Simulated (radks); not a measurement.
Species: the barium ion Ba2+. Configuration: [Kr] 4d10 5s1 5p6 5d1 (not the ground configuration).

All-electron calculation, Dirac Kohn-Sham, PBEsol, spin-unpolarised, spherical densities, point nucleus; open shells fill j = l - 1/2 first. Program: a radial shooting solver on a logarithmic mesh with Libxc functionals.

Energy parts (hartree):
part                       energy
total                  -8134.3228
kinetic                 8683.2546
electron-nucleus      -19754.3658
Hartree                 3131.2571
exchange-correlation    -194.4687

Orbitals (lengths in bohr, moments of r in powers of bohr):
orbital  occ.  eigenvalue (hartree)      <r>   <1/r>
1s1/2       2             -1368.159  0.02559   60.69
2s1/2       2             -216.6996   0.1093   14.25
2p1/2       2             -204.1811  0.09195   14.23
2p3/2       4             -190.1620  0.09794   12.99
3s1/2       2             -46.22406   0.2918   5.118
3p1/2       2             -40.96956   0.2816   5.031
3p3/2       4             -38.26020   0.2936   4.722
3d3/2       4             -29.03520   0.2644   4.584
3d5/2       6             -28.45744   0.2682   4.505
4s1/2       2              -9.55512   0.6738   2.104
4p1/2       2              -7.64467   0.6966   1.999
4p3/2       4              -7.07760   0.7238   1.898
4d3/2       4              -3.95510   0.7930   1.674
4d5/2       6              -3.85849   0.8029   1.649
4f5/2       0              -0.50339    1.329   1.028
4f7/2       0              -0.49596    1.344   1.018
5s1/2       1              -1.78976    1.612  0.8226
5p1/2       2              -1.27904    1.807  0.7262
5p3/2       4              -1.19633    1.882  0.6925
5d3/2       1              -0.53099    2.649  0.4848
5d5/2       0              -0.52292    2.682  0.4783
6s1/2       0              -0.48090    3.832  0.3349

The highest occupied level is 5d3/2 at -14.449 eV. Summed over all electrons, <r^2> = 47.98 bohr^2, which gives a Langevin (diamagnetic) susceptibility term of -38 x 10^-6 cm^3/mol.
